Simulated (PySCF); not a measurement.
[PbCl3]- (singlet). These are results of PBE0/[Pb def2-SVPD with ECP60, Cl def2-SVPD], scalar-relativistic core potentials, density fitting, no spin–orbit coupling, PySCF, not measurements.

Harmonic bands of its minimum:

```
ω (cm⁻¹)  IR (km/mol, summed over degenerate members)  degeneracy
      74                                          2.5           2
      81                                          6.3           1
     242                                          205           2
     267                                         32.0           1
```

Question: The central atom is Pb. Infer the point group and assign the bands.

Answer: C3v. The modes span 2e + 2a1: 74 e, 81 a1, 242 e, 267 a1. The computed geometry has Pb–Cl 2.618 Å (×3); Cl–Pb–Cl 101.2° (×3).

This need not be the most stable arrangement of these atoms. The lowest empty level of this anion is unbound, so it and the gap depend on the basis. No spin–orbit coupling is included, which matters more the heavier the element.
